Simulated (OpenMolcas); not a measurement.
**Ta: effect of the active space**

```json
{
 "Program": "OpenMolcas 26.06",
 "Method": "SS-CASPT2, IPEA 0.25 Eh, imaginary shift 0.1 Eh",
 "Basis": "ANO-R2",
 "Scalar Hamiltonian": "X2C, finite nucleus",
 "Spin-orbit coupling": "state interaction with AMFI integrals over the reference wave functions, term energies averaged over their components"
}
```

A. 3 electrons in 5 orbitals (5d); 2S+1 = 4 even, 10 roots; 2S+1 = 2 even, 40 roots; closed shells correlated: 5s 5p 6s; CASPT2 step of the order of 18 core-seconds
B. 5 electrons in 6 orbitals (5d 6s); 2S+1 = 4 even, 50 roots; 2S+1 = 6 even, 6 roots kept (CI in the orbitals of an earlier block); 2S+1 = 2 even, 98 roots kept (CI in the orbitals of an earlier block); closed shells correlated: 5s 5p; CASPT2 step of the order of 80 core-seconds

Energies in cm-1 above 5d3 6s2 4F 3/2, the measured ground level; measured values from NIST Handbook of Basic Atomic Spectroscopic Data.

```tsv
Level	A	B	Measured
5d3 6s2 4F 3/2	0.0	0.0	0.0
5d3 6s2 4F 5/2	2330	1823	2010
5d3 6s2 4F 7/2	4540	3650	3964
5d3 6s2 4F 9/2	6330	5160	5621
5d3 6s2 4P 3/2 [51 %]	8260	5720	
5d3 6s2 4P 1/2 [75 %]	9280	5040	6049
5d3 6s2 2G 7/2	10840	9940	
5d3 6s2 4P 5/2	12180	8810	9253
5d3 6s2 2P 1/2 [70 %]	15000	11370	
5d3 6s2 2D 5/2(1)	15990	12880	
5d3 6s2 2H 11/2	16160	15850	
5d3 6s2 2P 3/2 [55 %]	19260	15890	
5d3 6s2 2F 7/2	21390	18270	
5d3 6s2 2F 5/2	21430	18100	
5d3 6s2 2D 3/2(2) [66 %]	32260	28000
```

Deviations, from unrounded energies. A percentage is the sum of absolute deviations over the sum of measured energies, with the sign that they share, or ± where signs differ.

| Against measurement | Levels | A | B |
| --- | --- | --- | --- |
| mean absolute deviation (cm-1) | 5 | 1600 | 480 |
| fine structure of the ground term (%) | 3 | +13.8 | -8.3 |
| other terms of the ground configuration (%) | 2 | +40.2 | -9.5 |

B lies closest to measurement on these levels. The largest miss of B in the table is 5d3 6s2 4P 1/2 [75 %], by -1000 cm-1. The ranking rests on the paired levels alone, and a cruder setting can come out closer through cancelling errors.

Between A and B the level of the table that moves most is 5d3 6s2 2D 3/2(2) [66 %], by 4300 cm-1 (lowest in B, highest in A). Moves below CASPT2's spread within the term are not significant.

Term energies are means over components that CASPT2 splits; among the terms shown or strongly mixed into the levels shown the widest spread is 770 cm-1 (5d3 6s2 2H, A). Over all roots computed the reference weight is 0.87 to 0.92 in B; the roots of lowest weight are the least certain, and an intruder state may touch them. Some terms miss by over 15 % even with CASPT2, which points to a basis or an active space too small for the shells correlated. With the s shell closed, the reference lacks s² → p², s² → d² and s → d mixing, so excited terms can stand far too high and out of order, with CASPT2 too (holds for A). The CASPT2 spread within a term exceeds the gap to the next term for 5d3 6s2 2P and 5d3 6s2 2H, so the order of their levels is uncertain (holds for A). Terms from blocks run as CI alone lack orbitals of their own (holds for B). Configurations are named by rounded mean occupations; where the s occupation lies near a half they are strongly mixed, a name can repeat and a true partner stay unpaired (holds for B). Measured partners are found by configuration, term and J. A level has none where our copy of the source lacks it or the pairing is in doubt (some pairs that miss far off the trend of their configuration count as doubtful), and it then counts in no deviation. Levels of configurations outside the active space are missing. The table leaves out levels that lie high or whose names do not pair safely across all columns.

A share in square brackets marks a mixed level and gives the weight of the term that names it, the lowest over the columns. A number in round brackets counts repeated terms of one configuration in the order of the reference energies.
